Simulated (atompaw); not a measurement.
## u(r) = r·R(r): atom against pseudo-atom (Mg (Z = 12))

Columns: radius, all-electron u(r) and pseudo u(r) of the 3p shell (level -1.73 eV) of magnesium in the configuration [Ne] 3s1.5 3p0.5; PBE, scalar-relativistic, PAW (atompaw) scheme, atompaw 4.2.0.5.

| r (bohr) | all-electron | pseudo |
| --- | --- | --- |
| 0.110 | -0.0561 | 0.0019 |
| 0.219 | -0.1245 | 0.0076 |
| 0.329 | -0.1613 | 0.0170 |
| 0.438 | -0.1662 | 0.0297 |
| 0.548 | -0.1482 | 0.0457 |
| 0.658 | -0.1159 | 0.0645 |
| 0.767 | -0.0759 | 0.0855 |
| 0.877 | -0.0316 | 0.1087 |
| 0.987 | 0.0140 | 0.1334 |
| 1.096 | 0.0589 | 0.1589 |
| 1.206 | 0.1027 | 0.1852 |
| 1.315 | 0.1441 | 0.2115 |
| 1.425 | 0.1835 | 0.2378 |
| 1.535 | 0.2203 | 0.2635 |
| 1.644 | 0.2540 | 0.2883 |
| 1.754 | 0.2854 | 0.3121 |
| 1.863 | 0.3141 | 0.3346 |
| 1.973 | 0.3406 | 0.3559 |
| 2.083 | 0.3649 | 0.3757 |
| 2.192 | 0.3867 | 0.3939 |
| 2.302 | 0.4063 | 0.4107 |
| 2.412 | 0.4236 | 0.4260 |
| 2.521 | 0.4384 | 0.4395 |
| 2.631 | 0.4513 | 0.4516 |
| 2.740 | 0.4619 | 0.4620 |
| 2.850 | 0.4707 | 0.4707 |

Problem. How many radial nodes do the two functions have?

Solution. The all-electron 3p function has n − l − 1 = 1; the pseudo-wave has 0, since the states of the same l below it are removed with the core.

Problem. Is the pseudo-wave norm-conserving?

Solution. No, it belongs to a PAW set: the norm inside the radius is not constrained, and the difference is carried by the augmentation charge.
